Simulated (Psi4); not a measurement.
C₄H₉, doublet, at a GFN2-xTB geometry; MP2/6-31G* (Psi4 1.11).

The Psi4 input:
```
memory 2 GB

molecule mol {
0 2
  C     0.802279    1.764772   -0.156944
  C     0.521419    0.400381    0.335212
  C    -0.744908   -0.310536    0.053762
  C    -0.534390   -1.811535   -0.166555
  H     1.852789    1.873334   -0.433665
  H    -1.484987   -2.307418   -0.349533
  H     0.605066    2.521196    0.614694
  H     0.182325    2.006382   -1.018695
  H    -0.072423   -2.261597    0.709042
  H     0.115524   -1.979906   -1.021981
  H     1.210297   -0.044783    1.033545
  H    -1.229456    0.127102   -0.823204
  H    -1.445533   -0.192802    0.896945
}

set basis 6-31g*
set reference uhf

energy('mp2')
print_variables()
```

**Question.** What does Psi4 print? Leave out banner, timings and long lists.

**Answer.** 
```
    SCF Algorithm Type (re)set to DF.

   => Loading Basis Set <=

    Name: 6-31G*
    Role: ORBITAL
    Keyword: BASIS

         ---------------------------------------------------------
                                   SCF
               by Justin Turney, Rob Parrish, Andy Simmonett
                          and Daniel G. A. Smith
                              UHF Reference
         ---------------------------------------------------------

  ==> Geometry <==

    Molecular point group: c1
    Full point group: C1

    Geometry (in Angstrom), charge = 0, multiplicity = 2:

       Center              X                  Y                   Z               Mass
    ------------   -----------------  -----------------  -----------------  -----------------
         C            0.797647574429     1.760278091106    -0.163773700645    12.000000000000
         C            0.516787574429     0.395887091106     0.328382299355    12.000000000000
         C           -0.749539425571    -0.315029908894     0.046932299355    12.000000000000
         C           -0.539021425571    -1.816028908894    -0.173384700645    12.000000000000
         H            1.848157574429     1.868840091106    -0.440494700645     1.007825032230
         H           -1.489618425571    -2.311911908894    -0.356362700645     1.007825032230
         H            0.600434574429     2.516702091106     0.607864299355     1.007825032230
         H            0.177693574429     2.001888091106    -1.025524700645     1.007825032230
         H           -0.077054425571    -2.266090908894     0.702212299355     1.007825032230
         H            0.110892574429    -1.984399908894    -1.028810700645     1.007825032230
         H            1.205665574429    -0.049276908894     1.026715299355     1.007825032230
         H           -1.234087425571     0.122608091106    -0.830033700645     1.007825032230
         H           -1.450164425571    -0.197295908894     0.890115299355     1.007825032230

  Running in c1 symmetry.

  Rotational constants: A =      0.80492  B =      0.12472  C =      0.11962 [cm^-1]
  Rotational constants: A =  24130.76997  B =   3738.92532  C =   3586.17133 [MHz]
  Nuclear repulsion =  122.915306198595275

  Charge       = 0
  Multiplicity = 2
  Electrons    = 33
  Nalpha       = 17
  Nbeta        = 16

  ==> Algorithm <==

  SCF Algorithm Type is DF.
  DIIS enabled.
  MOM disabled.
  Fractional occupation disabled.
  Guess Type is SAD.
  Energy threshold   = 1.00e-08
  Density threshold  = 1.00e-08
  Integral threshold = 1.00e-12

  ==> Primary Basis <==

  Basis Set: 6-31G*
    Blend: 6-31G*
    Number of shells: 42
    Number of basis functions: 78
    Number of Cartesian functions: 78
    Spherical Harmonics?: false
    Max angular momentum: 2

   => Loading Basis Set <=

    Name: (6-31G* AUX)
    Role: JKFIT
    Keyword: DF_BASIS_SCF

  ==> Integral Setup <==

  SCF_SUBTYPE=INCORE selected. In-core MEM_DF algorithm will be used.
  Using in-core AOs.

  ==> MemDFJK: Density-Fitted J/K Matrices <==

    J tasked:                   Yes
    K tasked:                   Yes
    wK tasked:                   No
    Algorithm:                 Core
    Schwarz Cutoff:           1E-12
    Mask sparsity (%):       0.7890
    Fitting Condition:        1E-10

   => Auxiliary Basis Set <=

  Basis Set: (6-31G* AUX)
    Blend: CC-PVDZ-JKFIT
    Number of shells: 177
    Number of basis functions: 549
    Number of Cartesian functions: 549
    Spherical Harmonics?: false
    Max angular momentum: 3

  Minimum eigenvalue in the overlap matrix is 4.8681307541E-03.
  Reciprocal condition number of the overlap matrix is 6.9559152407E-04.
    Using symmetric orthogonalization.

  ==> Pre-Iterations <==

  SCF Guess: Superposition of Atomic Densities via on-the-fly atomic UHF (no occupation information).

   -------------------------
    Irrep   Nso     Nmo
   -------------------------
     A         78      78
   -------------------------
[...]
[...]
    Alpha Virtual:

[...]
      78A      4.900869

    Beta Occupied:

[...]
      16A     -0.467411

    Beta Virtual:

[...]
    Final Occupation by Irrep:
              A
    DOCC [    16 ]
    SOCC [     1 ]
    NA   [    17 ]
    NB   [    16 ]

  @DF-UHF Final Energy:  -156.66842779113017

   => Energetics <=

    Nuclear Repulsion Energy =            122.9153061985952746
    One-Electron Energy =                -453.2137027757700594
    Two-Electron Energy =                 173.6299687860446284
    Total Energy =                       -156.6684277911301706

  UHF NO Occupations:
  HONO-2 :   15  A 1.9990564
  HONO-1 :   16  A 1.9963233
  HONO-0 :   17  A 1.0000000
  LUNO+0 :   18  A 0.0036767
  LUNO+1 :   19  A 0.0009436
  LUNO+2 :   20  A 0.0009280
  LUNO+3 :   21  A 0.0008000

Computation Completed

Properties will be evaluated at   0.000000,   0.000000,   0.000000 [a0]

Properties computed using the SCF density matrix

 Multipole Moments:

 ------------------------------------------------------------------------------------
     Multipole            Electronic (a.u.)      Nuclear  (a.u.)        Total (a.u.)
 ------------------------------------------------------------------------------------

 L = 1.  Multiply by 2.5417464519 to convert [e a0] to [Debye]
 Dipole X            :          0.2712825           -0.2888164           -0.0175339
 Dipole Y            :          0.3115067           -0.2802445            0.0312622
 Dipole Z            :          0.4440316           -0.4259105            0.0181211
 Magnitude           :                                                    0.0401639

 ------------------------------------------------------------------------------------

  //>>>>>>>>>>>>>>>>>>>>>>>>>>>>>>>>>>>//
  //               DFMP2               //
  //<<<<<<<<<<<<<<<<<<<<<<<<<<<<<<<<<<<//

   => Loading Basis Set <=

    Name: (6-31G* AUX)
    Role: RIFIT
    Keyword: DF_BASIS_MP2

	 --------------------------------------------------------
	                          DF-MP2
	      2nd-Order Density-Fitted Moller-Plesset Theory

	        Rob Parrish, Justin Turney, Andy Simmonett,
	           Ed Hohenstein, and C. David Sherrill
	 --------------------------------------------------------

	 --------------------------------------------------------
	                 NBF =    78, NAUX =   350
	 --------------------------------------------------------
	   CLASS    FOCC     OCC    AOCC    AVIR     VIR    FVIR
	   ALPHA       0      17      17      61      61       0
	    BETA       0      16      16      62      62       0
	 --------------------------------------------------------

	-----------------------------------------------------------
	 ==================> DF-MP2 Energies <====================
	-----------------------------------------------------------
	 Reference Energy          =    -156.6684277911301706 [Eh]
	 Singles Energy            =      -0.0000000000000000 [Eh]
	 Same-Spin Energy          =      -0.1199138421564554 [Eh]
	 Opposite-Spin Energy      =      -0.3988258239251180 [Eh]
	 Correlation Energy        =      -0.5187396660815734 [Eh]
	 Total Energy              =    -157.1871674572117570 [Eh]
	-----------------------------------------------------------
	 ================> DF-SCS-MP2 Energies <==================
	-----------------------------------------------------------
	 SCS Same-Spin Scale       =       0.3333333333333333 [-]
	 SCS Opposite-Spin Scale   =       1.2000000000000000 [-]
	 SCS Same-Spin Energy      =      -0.0399712807188185 [Eh]
	 SCS Opposite-Spin Energy  =      -0.4785909887101416 [Eh]
	 SCS Correlation Energy    =      -0.5185622694289601 [Eh]
	 SCS Total Energy          =    -157.1869900605591397 [Eh]
	-----------------------------------------------------------

  Variable Map:
  ----------------------------------------------------------------------------
[...]
  Array Variable Map:
  ----------------------------------------------------------------------------
[...]
[...]
```
